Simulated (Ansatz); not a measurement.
F₂Sn, charge -1, doublet, geometry from GFN2-xTB (such geometries of metal compounds can be far from the true shape) (a state made from the parent by changing its charge; the spin is typed, not shown lowest) (core potentials on Sn) (a gas-phase anion, which may not be bound at this level), with bond 2-1 at 1.4 times its length; Ansatz (a quantum-chemistry and plane-wave program) with SC-NEVPT2/def2-SVP, CASSCF(5,5).

The Ansatz input:
Ansatz 0.2 input:
```yaml
crystal:
  periodic: [false, false, false]
  atoms:
    - {symbol: Sn, position_ang: [0.03692366, -0.02225119, 0.32782973]}
    - {symbol: F, position_ang: [1.13739153, 2.39760538, -1.39570859]}
    - {symbol: F, position_ang: [-1.02810360, -1.58260008, -0.91800721]}
basis:
  gaussian:
    orbitals: def2-SVP
total_charge: -1
correlation: {method: sc_nevpt2, electrons: all, active_space: {window: {electrons: 5, orbitals: 5}}}
magnetization: {spin_polarized: false, initial_magnetization: 1}
```

It wrote (shortened):

```
Functional definition: HF
596 factors; integrals over basis functions are off by at most 3.2e-4 eV
mean field evaluation 1: about -11211.2033 eV, gradient 1.8e1 eV
mean field evaluation 2: about -11211.2051 eV, gradient 1.8e1 eV
mean field evaluation 4: about -11212.2427 eV, gradient 1.5e0 eV
mean field evaluation 8: about -11212.2595 eV, gradient 9.4e-2 eV
mean field evaluation 16: about -11209.9376 eV, gradient 8.4e0 eV
mean field evaluation 32: about -11209.9913 eV, gradient 1.0e-1 eV
mean field evaluation 64: about -11209.4949 eV, gradient 4.8e-4 eV
mean field evaluation 96: about -11211.8083 eV, gradient 2.5e0 eV
mean field evaluation 128: about -11211.2027 eV, gradient 1.8e1 eV
mean field -11212.25953090 eV, -412.0429378182 hartree, gradient 1.8e-6 eV, S^2 0.750000; 9 other end points of the search recorded, 0 dependent functions left out
reference -11212.25953090 eV, -412.0429378182 hartree; 21, 20 occupied and 33, 34 virtual orbitals, 596 factors
state -11213.71613426 eV, -412.0964670044 hartree
state -11213.71613426 eV, -412.0964670044 hartree; corrected -11225.00877455 eV, -412.5114638806 hartree
state -11213.32677802 eV, -412.0821584264 hartree
state -11213.32677802 eV, -412.0821584264 hartree; corrected -11225.40594209 eV, -412.5260595185 hartree
state -11213.32677802 eV, -412.0821584264 hartree; corrected -11225.40594209 eV, -412.5260595185 hartree
state -11213.62749003 eV, -412.0932093890 hartree
state -11213.62749003 eV, -412.0932093890 hartree; corrected -11225.11276711 eV, -412.5152855365 hartree
state -11213.32677802 eV, -412.0821584264 hartree; corrected -11225.40594209 eV, -412.5260595185 hartree
WARN: the results are in doubt because another end's mean lies 0.389 eV lower, and its corrected mean 0.397 eV higher
Total energy: -11225.40594209 eV, -412.5260595185 hartree
In doubt: another end's mean lies 0.389 eV lower, and its corrected mean 0.397 eV higher
```
